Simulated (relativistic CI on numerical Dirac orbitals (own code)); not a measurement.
# Sensitivity of the levels of Rb14+ to α and to the nuclear radius

These numbers are calculated, not measured: Dirac-Coulomb-Breit CI, separate exchange-only KLI orbitals for each configuration, derivatives by finite differences, unscaled Slater integrals, QED left out (own radial code, finite nucleus).

CI space (outside the closed core [Ne]): 3s²3p⁶3d⁵, 3s²3p⁵3d⁶, 3s²3p⁴3d⁷, 3s3p⁶3d⁶, 3p⁶3d⁷, 3s²3p⁶3d⁴4s, 3s²3p⁶3d⁴4p, 3s²3p⁶3d³4s². Levels of other configurations are missing.

With x = (α/α₀)² − 1 an excitation energy changes as ω = ω₀ + qx; K = 2q/ω₀ is the relative enhancement. Terms are leading LS components, so labels can repeat. The field-shift factor is F = δν/δ⟨r²⟩ for the transition from the lowest level.

Lowest level 3s²3p⁶3d⁵ ⁶S5/2.

```tsv
Level	ω₀ (cm⁻¹)	q (cm⁻¹)	K	F (GHz/fm²)
3s²3p⁶3d⁵ ⁴G5/2	81150.2	-11210	-0.276	0.0341
3s²3p⁶3d⁵ ⁴G7/2	84427.2	-1853	-0.0439	0.0851
3s²3p⁶3d⁵ ⁴G11/2	84499.7	-829.6	-0.0196	0.0916
3s²3p⁶3d⁵ ⁴P5/2	85221.0	-3128	-0.0734	0.0679
3s²3p⁶3d⁵ ⁴G9/2	85479.9	730.4	0.0171	0.0983
3s²3p⁶3d⁵ ⁴P3/2	86723.9	-4775	-0.11	0.0546
3s²3p⁶3d⁵ ⁴P1/2	89551.7	-533.3	-0.0119	0.0759
3s²3p⁶3d⁵ ⁴D7/2	100316.7	97.52	0.00194	0.0857
3s²3p⁶3d⁵ ⁴D1/2	104543.2	6409	0.123	0.115
3s²3p⁶3d⁵ ⁴D5/2	104897.7	4772	0.091	0.111
3s²3p⁶3d⁵ ⁴D3/2	105879.8	7950	0.15	0.124
3s²3p⁶3d⁵ ²I11/2	122349.8	-3558	-0.0582	0.14
3s²3p⁶3d⁵ ²D5/2	122421.0	1304	0.0213	0.116
3s²3p⁶3d⁵ ²I13/2	125833.5	2109	0.0335	0.169
3s²3p⁶3d⁵ ²D3/2	126632.4	-1035	-0.0164	0.111
3s²3p⁶3d⁵ ²F7/2	130773.0	-3454	-0.0528	0.105
3s²3p⁶3d⁵ ⁴F9/2	134311.4	-3754	-0.0559	0.134
3s²3p⁶3d⁵ ⁴F5/2	137869.3	3440	0.0499	0.164
3s²3p⁶3d⁵ ⁴F7/2	140768.0	10120	0.144	0.197
3s²3p⁶3d⁵ ⁴F3/2	143473.0	10880	0.152	0.196
3s²3p⁶3d⁵ ²H9/2	144700.5	1484	0.0205	0.175
3s²3p⁶3d⁵ ²F5/2	150812.8	20880	0.277	0.234
3s²3p⁶3d⁵ ²G7/2	152453.4	4678	0.0614	0.162
```

At this charge energies of transitions that change n are usually good to better than 1 %, and those within a shell (Δn = 0) to a few per cent. Terms inside the open d or f shell come out 10 to 20 % too wide with unscaled integrals.
